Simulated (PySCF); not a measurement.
GeH6OSi, SMILES [SiH2](O)[GeH3].

Coordinates come from a ωB97X-D3(BJ)/def2-SVP optimisation. The values are those of a single conformer.

The numbers are results of TDA-M06-2X/def2-SVPD (PySCF), not measurements.

Vertical excitations. Isolated molecule, no solvent.

```json
[
 {"state": "S1", "energy (eV)": "6.17", "λ (nm)": "201", "f": "0.013", "main pairs": "HOMO→LUMO 89 %"},
 {"state": "S2", "energy (eV)": "7.15", "λ (nm)": "173", "f": "0.044", "main pairs": "HOMO→LUMO+1 80 %"},
 {"state": "S3", "energy (eV)": "7.32", "λ (nm)": "169", "f": "0.043", "main pairs": "HOMO→LUMO+3 77 %, HOMO→LUMO+2 14 %"},
 {"state": "S4", "energy (eV)": "7.54", "λ (nm)": "164", "f": "0.008", "main pairs": "HOMO−1→LUMO 74 %, HOMO−3→LUMO 12 %"},
 {"state": "S5", "energy (eV)": "7.66", "λ (nm)": "162", "f": "0.448", "main pairs": "HOMO→LUMO+2 66 %, HOMO→LUMO+3 10 %, HOMO→LUMO+1 10 %"},
 {"state": "S6", "energy (eV)": "7.88", "λ (nm)": "157", "f": "0.017", "main pairs": "HOMO→LUMO+4 91 %"},
 {"state": "S7", "energy (eV)": "8.17", "λ (nm)": "152", "f": "0.017", "main pairs": "HOMO→LUMO+5 66 %"},
 {"state": "S8", "energy (eV)": "8.35", "λ (nm)": "148", "f": "0.000", "main pairs": "HOMO−3→LUMO 59 %, HOMO−1→LUMO 9 %"},
 {"state": "S9", "energy (eV)": "8.47", "λ (nm)": "146", "f": "0.037", "main pairs": "HOMO→LUMO+6 48 %, HOMO−3→LUMO 8 %"},
 {"state": "S10", "energy (eV)": "8.56", "λ (nm)": "145", "f": "0.041", "main pairs": "HOMO−1→LUMO+1 73 %"},
 {"state": "T1", "energy (eV)": "5.68", "λ (nm)": "218", "f": "0", "main pairs": "HOMO→LUMO 83 %"},
 {"state": "T2", "energy (eV)": "6.52", "λ (nm)": "190", "f": "0", "main pairs": "HOMO→LUMO+3 76 %"},
 {"state": "T3", "energy (eV)": "6.81", "λ (nm)": "182", "f": "0", "main pairs": "HOMO→LUMO+1 70 %"},
 {"state": "T4", "energy (eV)": "6.87", "λ (nm)": "180", "f": "0", "main pairs": "HOMO→LUMO+2 65 %"}
]
```
Triplets are in the Tamm–Dancoff approximation.
